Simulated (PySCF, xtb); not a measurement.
B(Cl)(OMe)(SeH) (CH4BClOSe), SMILES COB(Cl)[SeH]. One conformer was computed; it need not be the lowest.

Harmonic wavenumbers (cm⁻¹) from GFN2-xTB (xtb) at its own minimum, in rising order: 94, 152, 165, 186, 269, 372, 389, 398, 656, 772, 983, 1123, 1131, 1309, 1413, 1446, 1460, 2144, 2917, 2979, 2984.

Question: What does PBE-D3(BJ)/def2-SVP in PySCF give at its own minimum? (An estimate is asked for; the answer gives what the named calculation found.)

Answer: 80, 153, 156, 206, 302, 367, 433, 474, 680, 937, 1019, 1128, 1150, 1327, 1416, 1421, 1447, 2385, 2946, 3029, 3079. Paired by order, the mean absolute difference is 44 cm⁻¹ and the zero-point energies are 33.4 and 34.5 kcal/mol.
